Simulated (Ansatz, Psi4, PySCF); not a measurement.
fluorine atom (F), doublet. Base run: BHANDHLYP/cc-pVDZ run with PySCF.

PySCF was given this input:
```python
from pyscf import gto, scf, dft

mol = gto.M(
    atom='''
F     0.00000000    0.00000000    0.00000000
''',
    basis='cc-pvdz',
    spin=1,
    verbose=4,
)

mf = dft.UKS(mol)
mf.xc = 'bhandhlyp'
mf.kernel()
```

The same geometry, method and basis name were run in Ansatz (a quantum-chemistry and plane-wave program) and Psi4 and PySCF, at each program's defaults and at the settings that a row names. The base is PySCF at its defaults. Differences at the defaults can come from grids, fitting, cores and function types together.

| code and settings | ΔE vs base (mEh) | basis functions | E (Eh) | SCF cycles |
|---|---|---|---|---|
| PySCF, defaults (exact integrals, its default grid, spherical functions) | 0.000 | 14 | -99.70476 | 7 |
| Psi4, defaults (density fitting with its default set, its default grid, spherical functions) | -0.020 | 14 | -99.70478 | 9 |
| Ansatz, defaults (factorised integrals, its default grid, spherical functions) | 0.000 | 14 | -99.70476 | - |
| PySCF, density fitting with def2-universal-jkfit | -0.006 | 14 | -99.70477 | 7 |
| PySCF, fine grid | 0.000 | 14 | -99.70476 | 7 |
| Psi4, exact integrals, spherical functions, fine grid | 0.000 | 14 | -99.70476 | 11 |
| Ansatz, high accuracy | 0.000 | 14 | -99.70476 | - |

Open shells are given as the SCF converged; they aren't shown to be the lowest states, and a large step between rows can be another state.
